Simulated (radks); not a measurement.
The numbers below are computed, except where a source is named.
Q: These are the eigenvalues of the occupied orbitals of an atom or ion with whole-number occupations (hartree). Level of theory: Dirac Kohn-Sham, PBE, spin-unpolarised, spherical densities, point nucleus (a radial shooting solver on a logarithmic mesh with Libxc functionals).

orbital  eigenvalue
1s1/2     -2677.536
2s1/2     -503.5389
2p1/2     -483.7817
2p3/2     -430.8919
3s1/2     -152.7572
3p1/2     -144.0564
3p3/2     -132.3889
3d3/2     -117.9381
3d5/2     -115.4026
4s1/2     -64.47047
4p1/2     -60.75454
4p3/2     -57.33819
4d3/2     -51.30088
4d5/2     -50.58482

Which element is it, and in what charge state? The configuration may be excited. Open shells, if any, fill j = l - 1/2 first.

A: Z = 75, rhenium, charge +33: Re33+ in [Kr] 4d6. The list shows which subshells hold electrons but not how many an open one holds; the 1s level, -2677.5 hartree, gives Z - s = 73.2 by -(Z - s)^2/2, which with screening and relativity narrows Z to a few neighbours, and the depths of the outer levels then fix element, charge and occupations together.
